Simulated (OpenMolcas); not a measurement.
A calculation on B+.

```
Program             : OpenMolcas
Method              : RASSCF
Basis               : ANO-RCC-VTZP [4s3p2d1f]
Scalar Hamiltonian  : DKH2, point nucleus
Active space        : 2 electrons in 9 orbitals (RAS2 2s 2p; RAS3 3d, at most 2 electrons)
State averaging     : 2S+1 = 3 even, 3 roots; 2S+1 = 1 even, 7 roots; 2S+1 = 3 odd, 3 roots; 2S+1 = 1 odd, 3 roots
Spin-orbit coupling : RASSI with atomic mean-field integrals over the reference wave functions, term energies averaged over their components
```

**Question.** Which level of the active space comes out lowest?

**Answer.** 2s2 1S0, with 100 % of that term; it is also the measured ground level.

**Question.** How high does 2s 2p 1P* 1 lie?

**Answer.** 75499 cm-1 above the lowest level; measured 73397 cm-1 above the ground level, so the calculation is off by +3 %.

**Question.** How high does 2p2 1D2 lie?

**Answer.** 103701 cm-1 above the lowest level; measured 102363 cm-1 above the ground level, so the calculation is off by +1 %.

**Question.** How high does 2s 2p 3P* 0 lie?

**Answer.** 36753 cm-1 above the lowest level; measured 37336 cm-1 above the ground level, so the calculation is off by -2 %.

Measured values: NIST Handbook of Basic Atomic Spectroscopic Data.

Without dynamic correlation excited terms often stand tens of per cent too high (terms of higher spin than the ground term too low), and those without a measured partner can miss by more than the paired ones. Active for correlation alone: 3d; no level in the range computed is led by a configuration that fills it, so any true level of that kind is missing. Computed and measured levels are paired by configuration, term and J; levels that our copy of the source lacks, or whose pairing is in doubt (as where it misses far off the trend of its configuration), stay unpaired and out of the deviations. Levels of configurations outside the active space are missing.

* marks odd parity.
